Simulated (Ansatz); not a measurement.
Z-matrix (Å, degrees):
```
Si
O 1 1.634
H 1 1.487 2 109.9
H 1 1.491 2 111.2 3 120.2
H 1 1.487 2 109.9 3 -119.6
Ge 2 1.804 1 135.6 3 -120.1
N 6 1.811 2 94.1 1 -179.9
H 7 1.007 6 123.7 2 -180.0
H 7 1.009 6 122.8 2 -0.1
```

Total charge 0; spin multiplicity 1.

Q: List the CAM-B3LYP/def2-TZVPP orbital energies in eV (the Gaussian-basis code of Ansatz). (Best estimate.)

A: Ansatz gave: Occupied: -10852.23, -1801.08, -1356.39, -1207.39, -1207.33, -1207.30, -522.06, -391.25, -171.21, -145.57, -121.61, -121.48, -121.35, -100.92, -100.88, -100.88, -35.20, -35.11, -35.07, -34.99, -34.89, -28.42, -25.13, -17.37, -15.45, -15.25, -12.97, -12.22, -12.14, -10.40, -10.21, -9.21, -8.63. Lowest empty: -0.30, 1.11, 1.69, 2.78, 3.01, 3.02, 3.21, 3.55.
